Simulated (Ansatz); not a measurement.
# Energy profile

The step: InH₃SO₂ ([OH][In]([OH])[SH]) + H₂ → InH₃O₂ ([OH][InH][OH]) + H₂S (still joined by a long In–S bond); bonds formed: In1–H6, S2–H5; bonds broken: H5–H6; bonds weakened to dative contacts: In1–S2 (atoms numbered as in the saddle structure below).

```tsv
atom	x (Å)	y (Å)	z (Å)
In1	0.1072	-0.4055	0.2072
S2	-0.1021	2.1172	-0.4614
O3	0.5634	-0.7949	2.0922
O4	0.9036	-1.3698	-1.3218
H5	-1.3305	1.0142	-0.3259
H6	-1.7446	0.0295	-0.1206
H7	0.0802	1.7743	-1.7494
H8	0.0581	-0.2692	2.7165
H9	1.4646	-2.0957	-1.0369
```

Electronic energies by CCSD(T) at an estimated basis limit (MP2 extrapolated from triple and quadruple zeta, plus CCSD(T) − MP2 in triple zeta), on PBE0-D4/def2-TZVP structures; InH₅SO₂, singlet; no counterpoise correction. Program: Ansatz 0.2.0. Basis: def2-TZVPP and def2-QZVPP. Cores are frozen in the correlated methods. Filled d shells of the heavier atoms are correlated. Core potentials replace the inner electrons of the atoms past krypton. The def2 sets are not built for correlating such inner shells, so the correlated values are less sure here. Extrapolation: Hartree–Fock as exp(−7.88 √X), correlation as X^−2.97.

Question: Give the profile in kcal/mol, counted from the separated reactants. (To be estimated.)

Answer: Computed:
| point | kcal/mol |
| --- | --- |
| separated: InH₃SO₂ (linked as [OH][In]([OH])[SH]; In1, S2, O3, O4, H7, H8, H9; singlet) + H₂ (H5, H6; singlet) | 0.00 |
| start structure | -1.68 |
| saddle | 34.06 |
| end structure | 4.76 |
| separated: InH₃O₂ (linked as [OH][InH][OH]; In1, O3, O4, H6, H8, H9; singlet) + H₂S (S2, H5, H7; singlet) | 15.50 |

No T1 diagnostic of these runs exceeds 0.018.

For scale, one of the runs: CCSD(T)/def2-TZVPP, 224 basis functions, launched by `ansatz run in.yaml --threads 4 --pin off --events-out ev --progress --plain --max-ram 9574MiB`. The run took 3.1 min on 4 CPU threads of an Intel Xeon (shared host), with 4 GiB of host memory at its peak.
